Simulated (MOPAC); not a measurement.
MOPAC input (MNDO):

```
MNDO PRECISE GNORM=0.05 LET XYZ UHF MS=0.5 GEO-OK AUX(PRECISION=9) THREADS=1
FPb

Pb   -0.00000000 1   -0.00000000 1   -0.20489600 1
F     0.00000000 1    0.00000000 1    1.86682600 1
```

From the output:

```
                                                       MOPAC v23.2.5 Linux

          FINAL HEAT OF FORMATION =        -22.66420 KCAL/MOL =     -94.82702 KJ/MOL

          COSMO AREA              =         81.03 SQUARE ANGSTROMS
          COSMO VOLUME            =         65.57 CUBIC ANGSTROMS

          GRADIENT NORM           =          0.00979          =       0.00692 PER ATOM
          IONIZATION POTENTIAL    =          7.457906 EV
          ALPHA SOMO LUMO (EV)    =         -7.458 -1.374
          BETA  SOMO LUMO (EV)    =        -13.094 -0.995
          NO. OF ALPHA ELECTRONS  =          6
          NO. OF BETA  ELECTRONS  =          5
          MOLECULAR WEIGHT        =        226.1984         POINT GROUP:  C*v

          MOLECULAR DIMENSIONS (Angstroms)

            Atom       Atom       Distance
            F     2   Pb     1     1.99569
            F     2   Pb     1     0.00000
           Pb     1    F     2     0.00000

          SCF CALCULATIONS        =          7

   ATOM   CHEMICAL          X               Y               Z
  NUMBER   SYMBOL      (ANGSTROMS)     (ANGSTROMS)     (ANGSTROMS)

     1      Pb          0.00000000  *   0.00000000  *  -0.16688080  *
     2       F         -0.00000000  *   0.00000000  *   1.82881080  *

                             CARTESIAN COORDINATES

   1   Pb        0.000000000     0.000000000    -0.166880798
   2    F       -0.000000000     0.000000000     1.828810798

           Empirical Formula: Pb F  =     2 atoms

      MOLECULAR POINT GROUP   :   C*v

          ALPHA EIGENVALUES
 -40.36667 -23.25635 -13.60633 -13.18864 -13.13241  -7.45791  -1.37394   2.04302

           BETA EIGENVALUES
 -40.20071 -22.11532 -13.21278 -13.14040 -13.09382  -0.99484  -0.26422   2.38949

              NET ATOMIC CHARGES AND DIPOLE CONTRIBUTIONS

  ATOM NO.   TYPE          CHARGE      No. of ELECS.   s-Pop       p-Pop
    1         Pb           0.485068        3.5149     1.96515     1.54978
    2          F          -0.485068        7.4851     1.88863     5.59644
 DIPOLE           X         Y         Z       TOTAL
 POINT-CHG.     0.000    -0.000    -4.650     4.650
 HYBRID         0.000    -0.000     1.417     1.417
 SUM            0.000    -0.000    -3.233     3.233

          ATOMIC ORBITAL ELECTRON POPULATIONS

     Atom    s        px        py        pz
    1 Pb   1.96515   1.03874   0.10140   0.40964
    2  F   1.88863   1.96126   1.89860   1.73658

                    (SZ)    =    0.500000
                    (S**2)  =    0.750543

          ATOMIC ORBITAL SPIN POPULATIONS

    Atom   Total    s     px     py     pz
         Atomic
    1 Pb  0.9788  0.001  0.961  0.007  0.009
    2  F  0.0212  0.001  0.039 -0.007 -0.012

 **********************
 *                    *
 * JOB ENDED NORMALLY *
 *                    *
 **********************

 == MOPAC DONE ==
```

The geometry given is a B3LYP-D3(BJ)/def2-TZVP minimum.
